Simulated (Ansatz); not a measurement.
This geometry of BrClGaH3 (6 atoms, charge 0, multiplicity 1) is a first-order saddle point.

The calculation used RKS PBE/def2-SVP in Ansatz.

```xyz
6
Properties=species:S:1:pos:R:3
Ga 0.012 -0.177 -0.003
Cl 0.009 0.194 2.324
H 1.448 0.096 -0.560
H -1.442 0.009 -0.550
Br 0.091 -2.673 0.854
H 0.059 -1.491 1.963
```

Task: Which two structures does it join? (They come from a converged band through this point; their orientation in space is the band's.)

Result: Bonds broken: Br5–H6. Bonds formed: Cl2–H6.

Initial state:

```xyz
6
Properties=species:S:1:pos:R:3
Ga 0.007 -0.031 0.046
Cl 0.002 0.380 2.266
H 1.438 0.095 -0.581
H -1.432 0.006 -0.571
Br 0.095 -2.747 0.886
H 0.068 -1.744 1.980
```

Final state:

```xyz
6
Properties=species:S:1:pos:R:3
Ga 0.019 -0.423 -0.174
Cl 0.011 0.126 2.468
H 1.436 0.128 -0.554
H -1.432 0.038 -0.544
Br 0.093 -2.708 0.558
H 0.052 -1.202 2.273
```

Task: How far does it lie above each of them?

Result: 0.4 kcal/mol above the first and 2.4 kcal/mol above the second. This is the barrier of this one path; another mechanism may lie lower. The orbitals stay closed-shell, which can raise the energy where a bond breaks towards radicals; this wasn't checked here.

Run time: 53 s on 2 threads of Intel(R) Xeon(R) Platinum 8488C (Sapphire Rapids) (shared host), peak memory 0.16 GiB.
